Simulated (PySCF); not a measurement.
B2H4O5

The system: B2H4O5, a molecule; neutral, singlet. The structure, one conformer, was relaxed in the gas phase by PBE0-D3(BJ)/def2-SVP. No frequency run checks that it is a minimum.

SMILES: OB(O)OB(O)O

```xyz
11

O    -0.312    0.466    1.854
B    -0.987    0.367    0.672
O    -2.260    0.829    0.633
O    -0.414   -0.162   -0.468
B     0.934   -0.328   -0.723
O     1.896    0.380   -0.064
O     1.339   -1.233   -1.644
H     0.523   -0.014    1.853
H    -2.631    0.758   -0.251
H     1.542    1.111    0.451
H     0.594   -1.713   -2.017
```
(Å; atoms numbered from 1)

Shieldings: GIAO PBE0/pcSseg-2. Shifts are against computed references at the same level: H TMS (σ 31.24 ppm). Core levels by delta-SCF with SCAN, pcX-2 on the ionised atom and pcseg-1 elsewhere, spin-free X2C; from the vacuum level, for chosen atoms.

Give the NMR and core-level values of the distinct atoms.


```json
{"atoms": "O1 O6", "bonded to": "1 B + 1 H", "σ (ppm)": "236.4", "δ (ppm)": "-", "core level (eV)": "1s 539.57"}
{"atoms": "B2 B5", "bonded to": "3 O", "σ (ppm)": "81.2", "δ (ppm)": "-", "core level (eV)": "1s 198.86"}
{"atoms": "O3 O7", "bonded to": "1 B + 1 H", "σ (ppm)": "238.5", "δ (ppm)": "-", "core level (eV)": "1s 539.48"}
{"atoms": "O4", "bonded to": "2 B", "σ (ppm)": "191.9", "δ (ppm)": "-", "core level (eV)": "1s 539.20"}
{"atoms": "H8 H10", "bonded to": "1 O", "σ (ppm)": "28.29", "δ (ppm)": "2.95", "core level (eV)": "-"}
{"atoms": "H9 H11", "bonded to": "1 O", "σ (ppm)": "28.33", "δ (ppm)": "2.92", "core level (eV)": "-"}
```

Values are those of this one static structure; atoms that internal rotation interchanges would show their mean in an NMR spectrum.

Which of O1, O3, O4 holds its core electrons tightest, and by how much against the loosest?

O1 (bonded to 1 B + 1 H), by 0.37 eV over O4 (bonded to 2 B).

By CAM-B3LYP/def2-SVPD (TDDFT singlets, Tamm-Dancoff triplets, ionisation by delta-SCF), where does absorption start, and what does vertical ionisation take?

The lowest singlet lies at 8.14 eV (f 0.002), the strongest of the first 6 at 9.20 eV (f 0.063), the lowest triplet at 7.89 eV; vertical ionisation takes 12.21 eV.

The 3 runs behind this took 3.6 min in all, one thread each of Arm Neoverse V2 on a shared host, launched as `OMP_NUM_THREADS=1 python cluster_run.py task.json out`.
